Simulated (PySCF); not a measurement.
PySCF input file for Zr(Cl)3(OH) (Cl₃HOZr), SMILES [OH][Zr]([Cl])([Cl])[Cl], multiplicity 1, PBE0-D3(BJ)/def2-SVP. Coordinates come from a PBE0-D3(BJ)/def2-SVP optimisation. The multiplicity is an assumed one; other spin states were not compared. The isomer is the one that the SMILES or the coordinates give; other isomers of the formula were not compared. The def2 effective core potentials stand for the cores of Zr; spin–orbit coupling is left out. Other conformers were not sampled.

```python
import numpy as np
from pyscf import gto, scf, dft
from pyscf.hessian import thermo

mol = gto.M(
    atom='''
    Zr    0.00000000   -0.00000000    0.21029862
    Cl   -1.91761961   -1.10713820   -0.55231939
    Cl   -0.00000000    2.21427640   -0.55231939
    Cl    1.91761961   -1.10713820   -0.55231938
    O    -0.00000001    0.00000001    2.08865400
    H    -0.00000001    0.00000001    3.04711177
    ''',
    basis='def2-SVP',
    ecp={'Zr': 'def2-svp'},
    charge=0,
    spin=0,
    max_memory=1600,
    verbose=3,
)
mf = dft.RKS(mol, xc='pbe0').density_fit(auxbasis='def2-universal-jkfit')
mf.disp = 'd3bj'
mf.grids.level = 3
mf.conv_tol = 1e-11
mf.max_cycle = 100
mf.kernel()

# [left out here: the lines that compute and print the analytic Hessian (its translational invariance restored by hand, since the grid's response is missing), thermochemistry and intensities]
```

Output:

```
converged SCF energy = -1502.76582617466

WARN: DFTD3 does not support analytical Hessian, using finite difference


WARN: Mole.unit (angstrom) is changed to Bohr

Mode                                 0                   1                   2
Irrep
Freq [cm^-1]                       95.3871             95.4124            108.7072
Reduced mass [au]                  36.8948             36.8949             33.8826
Force const [Dyne/A]                0.1978              0.1979              0.2359
Char temp [K]                     137.2408            137.2773            156.4055
Normal mode                   x     y     z       x     y     z       x     y     z
       0  Zr                -0.00  0.03  0.00    0.03  0.00  0.00    0.00  0.00 -0.06
       1  Cl                 0.07 -0.07 -0.02    0.01  0.07 -0.03   -0.04 -0.02  0.06
       2  Cl                 0.00  0.05  0.03   -0.12  0.00  0.00   -0.00  0.05  0.06
       3  Cl                -0.07 -0.07 -0.02    0.01 -0.07  0.03    0.04 -0.02  0.06
       4   O                -0.00  0.03  0.00    0.03  0.00  0.00    0.00  0.00 -0.07
       5   H                 0.00 -0.00  0.00   -0.00 -0.00  0.00    0.00 -0.00 -0.07
Mode                                 3                   4                   5
Irrep
Freq [cm^-1]                      144.4520            144.4635            327.7111
Reduced mass [au]                   4.7279              4.7286              1.2515
Force const [Dyne/A]                0.0581              0.0581              0.0792
Char temp [K]                     207.8343            207.8508            471.5033
Normal mode                   x     y     z       x     y     z       x     y     z
       0  Zr                 0.00 -0.03 -0.00    0.03  0.00 -0.00   -0.00 -0.00 -0.00
       1  Cl                -0.01  0.00 -0.03    0.01  0.01  0.05   -0.01 -0.00 -0.01
       2  Cl                -0.00 -0.02  0.06   -0.01  0.00 -0.00    0.00 -0.02  0.01
       3  Cl                 0.01  0.00 -0.03    0.01 -0.01 -0.05    0.01 -0.00 -0.01
       4   O                -0.00  0.18 -0.00   -0.18 -0.00 -0.00    0.00  0.11 -0.00
       5   H                -0.00  0.41 -0.00   -0.41 -0.00 -0.00   -0.00 -0.89 -0.00
Mode                                 6                   7                   8
Irrep
Freq [cm^-1]                      327.7776            380.7149            423.2980
Reduced mass [au]                   1.2515             35.5685             38.5836
Force const [Dyne/A]                0.0792              3.0375              4.0733
Char temp [K]                     471.5989            547.7640            609.0315
Normal mode                   x     y     z       x     y     z       x     y     z
       0  Zr                -0.00  0.00  0.00    0.00  0.00  0.03   -0.07  0.00  0.00
       1  Cl                -0.01 -0.01 -0.01   -0.07 -0.04 -0.03    0.08  0.04  0.03
       2  Cl                 0.00  0.00 -0.00   -0.00  0.09 -0.03    0.01 -0.00  0.00
       3  Cl                -0.01  0.01  0.01    0.07 -0.04 -0.03    0.08 -0.04 -0.03
       4   O                 0.11 -0.00 -0.00   -0.00  0.00  0.03    0.02 -0.00  0.00
       5   H                -0.89  0.00 -0.00   -0.00 -0.00  0.03   -0.07  0.00  0.00
Mode                                 9                  10                  11
Irrep
Freq [cm^-1]                      423.3006            778.2789           3996.1819
Reduced mass [au]                  38.5924              9.8881              1.0693
Force const [Dyne/A]                4.0743              3.5288             10.0606
Char temp [K]                     609.0353           1119.7700           5749.6161
Normal mode                   x     y     z       x     y     z       x     y     z
       0  Zr                 0.00  0.07 -0.00   -0.00  0.00  0.04    0.00 -0.00  0.00
       1  Cl                -0.04 -0.03 -0.02    0.00  0.00 -0.00    0.00  0.00  0.00
       2  Cl                -0.00 -0.10  0.03   -0.00 -0.00 -0.00    0.00 -0.00  0.00
       3  Cl                 0.04 -0.03 -0.02   -0.00  0.00 -0.00   -0.00  0.00  0.00
       4   O                -0.00 -0.02 -0.00   -0.00 -0.00 -0.22   -0.00  0.00 -0.06
       5   H                 0.00  0.07 -0.00    0.00  0.00 -0.22   -0.00  0.00  0.97
temperature 298.1500 [K]
pressure 101325.00 [Pa]
Rotational constants [GHz] 1.34300 1.34300 0.96921
Symmetry number 3
Zero-point energy (ZPE) 0.01651 [Eh]   43338.822 [J/mol]
                           tot       elec      trans        rot        vib
Entropy [J/mol/K]       380.106      0.000    175.702    114.706     89.698
Cv [J/mol/K]            100.014      0.000     12.472     12.472     75.070
Cp [J/mol/K]            108.328      0.000     20.786     12.472     75.070
Internal energy [J/mol]                      3718.434   3718.434  57181.758
Internal energy [Eh]   -1502.74121  -1502.76583
Enthalpy [J/mol]                             6197.391   3718.434  57181.758
Enthalpy [Eh]          -1502.74027
Gibbs free energy [J/mol]                  -46188.287 -30481.116  30438.409
Gibbs free energy [Eh] -1502.78343
static polarisability / bohr^3: [[ 6.9357e+01  0.0000e+00  0.0000e+00]
 [ 0.0000e+00  6.9357e+01 -4.0000e-03]
 [ 0.0000e+00  0.0000e+00  6.0257e+01]]
largest difference of analytic and finite-field dipole derivatives / e: 0.0017155055086157667
mode   freq/cm-1   IR/(km/mol)   Raman/(A^4/amu)   depolarisation
   1       95.39         1.053             2.490            0.750
   2       95.41         1.053             2.489            0.750
   3      108.71         7.496             1.285            0.743
   4      144.45         1.601             3.037            0.750
   5      144.46         1.598             3.038            0.750
   6      327.71       153.265             2.908            0.750
   7      327.78       153.255             2.908            0.750
   8      380.71        18.101            11.098            0.010
   9      423.30       143.887             0.438            0.750
  10      423.30       143.875             0.438            0.750
  11      778.28       158.407             9.023            0.009
  12     3996.18       450.934           161.546            0.359
max |gradient| / (hartree/bohr): 8.088673924294573e-05
APT charges: [ 2.4007 -0.5967 -0.5967 -0.5967 -1.072   0.4614]
```

The calculation finished and met its thresholds.
